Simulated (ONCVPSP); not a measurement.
# u(r) = r·R(r): atom against pseudo-atom (W)

Columns: radius, all-electron u(r) and pseudo u(r) of the 5s shell (level -79.07 eV) of tungsten in the configuration [Kr] 4d10 4f14 5s2 5p6 5d4 6s2; PBE, scalar-relativistic, ONCV scheme, ONCVPSP 4.0.1.

```json
{"r (bohr)": "0.113", "all-electron": "0.2729", "pseudo": "0.1620"}
{"r (bohr)": "0.225", "all-electron": "0.0110", "pseudo": "0.3229"}
{"r (bohr)": "0.338", "all-electron": "-0.6085", "pseudo": "0.4839"}
{"r (bohr)": "0.450", "all-electron": "-0.4009", "pseudo": "0.6371"}
{"r (bohr)": "0.563", "all-electron": "0.1664", "pseudo": "0.7773"}
{"r (bohr)": "0.675", "all-electron": "0.6740", "pseudo": "0.8919"}
{"r (bohr)": "0.788", "all-electron": "0.9968", "pseudo": "0.9732"}
{"r (bohr)": "0.900", "all-electron": "1.1358", "pseudo": "1.0128"}
{"r (bohr)": "1.013", "all-electron": "1.1434", "pseudo": "1.0090"}
{"r (bohr)": "1.125", "all-electron": "1.0698", "pseudo": "0.9648"}
{"r (bohr)": "1.238", "all-electron": "0.9533", "pseudo": "0.8873"}
{"r (bohr)": "1.350", "all-electron": "0.8227", "pseudo": "0.7886"}
{"r (bohr)": "1.463", "all-electron": "0.6921", "pseudo": "0.6785"}
{"r (bohr)": "1.575", "all-electron": "0.5729", "pseudo": "0.5691"}
{"r (bohr)": "1.688", "all-electron": "0.4671", "pseudo": "0.4665"}
{"r (bohr)": "1.800", "all-electron": "0.3775", "pseudo": "0.3774"}
{"r (bohr)": "1.913", "all-electron": "0.3020", "pseudo": "0.3019"}
{"r (bohr)": "2.025", "all-electron": "0.2405", "pseudo": "0.2404"}
{"r (bohr)": "2.138", "all-electron": "0.1901", "pseudo": "0.1900"}
{"r (bohr)": "2.250", "all-electron": "0.1499", "pseudo": "0.1499"}
{"r (bohr)": "2.363", "all-electron": "0.1176", "pseudo": "0.1176"}
{"r (bohr)": "2.475", "all-electron": "0.0921", "pseudo": "0.0921"}
{"r (bohr)": "2.588", "all-electron": "0.0719", "pseudo": "0.0718"}
{"r (bohr)": "2.700", "all-electron": "0.0560", "pseudo": "0.0560"}
{"r (bohr)": "2.813", "all-electron": "0.0435", "pseudo": "0.0435"}
{"r (bohr)": "2.925", "all-electron": "0.0338", "pseudo": "0.0338"}
```

Task: How many radial nodes do the two functions have?

Result: The all-electron 5s function has n − l − 1 = 4 (the table is too coarse to show those close to the nucleus); the pseudo-wave has 0, since the states of the same l below it are removed with the core.

Task: At about which radius was the pseudo-wave matched?

Result: 1.80 bohr, where the columns begin to agree (steps of 0.11 bohr).

Task: Where does each function peak?

Result: Outermost all-electron maximum near 1.01 bohr, pseudo maximum near 0.90 bohr (to the table’s step).

Task: Is the pseudo-wave norm-conserving?

Result: Yes: the ONCV scheme keeps the norm inside the radius equal to the all-electron one, which fixes the energy derivative of the logarithmic derivative at the level.
